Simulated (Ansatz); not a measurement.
`CBC1=CB1` and `BC1=CB1` differ in one atom or group.

Ansatz, PBE0-D4/def2-TZVP geometries, multiplicity 1. Each molecule was computed in one conformer, which needn't be the lowest.

```json
{"property": "HOMO–LUMO gap (ωB97M-V/def2-TZVPP) / eV", "`CBC1=CB1`": "11.03"}
{"property": "LUMO energy (PBE/def2-TZVPP) / eV", "`CBC1=CB1`": "-1.78"}
{"property": "HOMO energy (PBE0/def2-TZVPP) / eV", "`CBC1=CB1`": "-7.69"}
{"property": "HOMO energy (PBE/def2-TZVPP) / eV", "`CBC1=CB1`": "-6.46"}
{"property": "size of the dipole moment (B3LYP/def2-TZVPP) / D", "`CBC1=CB1`": "0.92"}
{"property": "ideal-gas entropy at 298 K and 1 bar (rigid rotor, harmonic PBE0-D4/def2-TZVP) / J/(mol·K)", "`CBC1=CB1`": "327"}
```

(1) What does the change do to each property? (Estimate.)

## Answers

(1) Ansatz gave: 
```
                                                                                  property  `BC1=CB1`  shift
                                                   HOMO–LUMO gap (ωB97M-V/def2-TZVPP) / eV      11.39   0.36
                                                         LUMO energy (PBE/def2-TZVPP) / eV      -1.82  -0.04
                                                        HOMO energy (PBE0/def2-TZVPP) / eV      -7.97  -0.28
                                                         HOMO energy (PBE/def2-TZVPP) / eV      -6.84  -0.38
                                          size of the dipole moment (B3LYP/def2-TZVPP) / D       1.63   0.71
ideal-gas entropy at 298 K and 1 bar (rigid rotor, harmonic PBE0-D4/def2-TZVP) / J/(mol·K)        277    -50
```

With PBE0 the HOMO falls by 0.28 eV and the LUMO rises by 0.05 eV, so the gap widens by about 0.33 eV. PBE moves the HOMO by -0.38 eV and ωB97M-V by -0.21 eV. The zero-point energy changes by -73.8 kJ/mol with -9 modes. Dipoles are sizes alone; their direction can turn.

B3LYP here is the variant with VWN-RPA as its local correlation; programs differ in this.
